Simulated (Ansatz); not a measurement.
Reaction (ligand exchange at a Ga–Cl bond): `[Cl][GaH][Cl]` + `BS` → `B[S][GaH][Cl]` + HCl

Gas-phase electronic energies from Ansatz, PBE0-D4/def2-TZVP geometries. CCSD(T)/CBS is the MP2 limit (def2-TZVPP, def2-QZVPP) plus CCSD(T) − MP2 in def2-TZVPP, frozen cores. This one scheme is used for every species. Functionals use def2-TZVPP. B3LYP here is the variant with VWN-RPA as its local correlation; programs differ in this. HSE06 is defined as in plane-wave codes. For Ga outer-core shells are correlated without core-valence functions, which leaves a few kJ/mol of doubt a bond. Scalar relativity is left out up to krypton. One conformer a species, not always the lowest.

| level | ΔE (kJ/mol) | difference from CCSD(T)/CBS |
| --- | --- | --- |
| PBE-D4 | 35.0 | 0.5 |
| revPBE-D4 | 33.8 | -0.7 |
| BLYP-D4 | 37.6 | 3.1 |
| r2SCAN-D4 | 40.4 | 5.9 |
| B97M-V | 42.2 | 7.7 |
| PBE0-D4 | 36.8 | 2.3 |
| B3LYP-D4 | 39.3 | 4.8 |
| r2SCAN0-D4 | 40.7 | 6.2 |
| HSE06-D4 | 36.9 | 2.4 |
| BHLYP-D4 | 41.8 | 7.3 |
| CAM-B3LYP-D4 | 42.6 | 8.1 |
| ωB97X-V | 42.3 | 7.8 |
| ωB97M-V | 41.0 | 6.5 |
| B2PLYP | 41.9 | 7.4 |
| PBE-QIDH | 38.4 | 3.9 |
| PBE | 38.6 | 4.1 |
| revPBE | 40.4 | 5.9 |
| BLYP | 44.7 | 10.2 |
| r2SCAN | 41.4 | 6.9 |
| PBE0 | 40.0 | 5.5 |
| B3LYP | 45.1 | 10.6 |
| r2SCANh | 41.6 | 7.1 |
| r2SCAN0 | 41.9 | 7.4 |
| HSE06 | 40.0 | 5.5 |
| BHLYP | 47.6 | 13.1 |
| CAM-B3LYP | 46.1 | 11.6 |
| LC-ωPBE | 41.7 | 7.2 |
| RPA@PBE/def2-TZVPP | 36.2 | 1.7 |
| MP2/def2-SVP | 44.3 | 9.8 |
| CCSD/def2-SVP | 48.3 | 13.8 |
| CCSD(T)/def2-SVP | 46.8 | 12.3 |
| HF/def2-TZVPP | 54.1 | 19.6 |
| MP2/def2-TZVPP | 34.1 | -0.4 |
| SCS-MP2/def2-TZVPP | 37.8 | 3.3 |
| CCSD(T)/def2-TZVPP | 36.2 | 1.7 |
| MP2/def2-QZVPP | 33.1 | -1.4 |
| SCS-MP2/def2-QZVPP | 37.1 | 2.6 |
| HF/CBS(def2) | 54.3 | 19.8 |
| MP2/CBS(def2) | 32.4 | -2.1 |
| CCSD/CBS(def2) | 37.0 | 2.5 |
| CCSD(T)/CBS | 34.5 | 0 |

Largest T1 diagnostic among the species: 0.015.

In def2-TZVPP, CCSD(T) changes the Hartree–Fock value by −17.9 kJ/mol (the triples alone add −2.4 kJ/mol) and MP2 by −20.0 kJ/mol. Leaving LDA and LC-ωPBE aside and taking each functional with its dispersion term where it has one, the values spread over 8.8 kJ/mol, from revPBE-D4 to CAM-B3LYP-D4. LDA lies −3.9 kJ/mol from PBE without D4.
